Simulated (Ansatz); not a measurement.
```yaml
crystal:
  periodic: [false, false, false]
  atoms:
    - {symbol: F, position_ang: [0.202756, -2.768707, 1.095156]}
    - {symbol: Zn, position_ang: [0.149877, -1.126142, 0.499848]}
    - {symbol: C, position_ang: [0.071010, 0.676799, -0.173742]}
    - {symbol: Cl, position_ang: [-1.201113, 0.769721, -1.432006]}
    - {symbol: H, position_ang: [1.006651, 0.987207, -0.636263]}
    - {symbol: H, position_ang: [-0.187082, 1.397222, 0.600906]}
basis:
  gaussian: {orbitals: "6-31G*", final_grid: {core_spheres: 1, valence_spheres: 1, degree: 3}}
hamiltonian: {xc: {name: r2SCAN}}
```

```sh
$ ansatz run in.yaml --threads 4 --pin off --events-out ev --progress --plain --max-ram 10444MiB
```

Shortened log:

```
Functional definition: r2SCAN
992 factors; their error is unknown
mean field evaluation 1: about -64709.6773 eV, gradient 6.8e1 eV
mean field evaluation 2: about -64676.7460 eV, gradient 1.6e2 eV
mean field evaluation 4: about -64717.1687 eV, gradient 9.8e0 eV
mean field evaluation 16: about -64879.0605 eV, gradient 4.2e1 eV
mean field evaluation 32: about -64888.1969 eV, gradient 1.5e-2 eV
mean field -64888.19690855 eV, -2384.5972535897 hartree, gradient 2.2e-5 eV, S^2 0.000000; 3 other end points of the search recorded, 0 dependent functions left out
reference -64888.19695738 eV, -2384.5972553841 hartree; 32, 32 occupied and 57, 57 virtual orbitals, 992 factors
Total energy: -64888.19695738 eV, -2384.5972553841 hartree
```

In this input the integration grid is far too coarse. The run converged. The result belongs to that input, not to the molecule as meant.
